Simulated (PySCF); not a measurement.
# A small calculation by hand: oscillator strength and radiative lifetime

B(F)(Cl)(vinyl) (C2H3BClF), SMILES C=CB(F)Cl.

The structure is a stationary point at ωB97X-D3(BJ)/def2-SVP. The values are those of a single conformer.

TDDFT-B3LYP/def2-SVPD (PySCF) puts the first singlet state with f over 0.02 at 6.00 eV (vertical), with the transition dipole (0.327, 1.200, 0.000) in atomic units.

Question: Find the oscillator strength, the wavelength and the radiative lifetime that this transition would have in vacuum if emission retraced absorption.

Answer: 
|μ|² = 1.5469 au, so |μ| = 3.16 D. ΔE = 6.00/27.211 = 0.2205 hartree. f = (2/3) ΔE |μ|² = 0.227 (the program prints 0.227).
λ = 1239.84/6.00 = 207 nm; ν = 48393 cm⁻¹.
Einstein's coefficient A = 0.6670 ν² f s⁻¹ (ν in cm⁻¹) = 3.6e8 s⁻¹, so τ = 1/A = 2.8 ns. This state is S2; the lower singlet has f = 0.000. The figure is the radiative limit of this one transition; relaxation, internal conversion, crossing to triplets and a medium change what is measured.
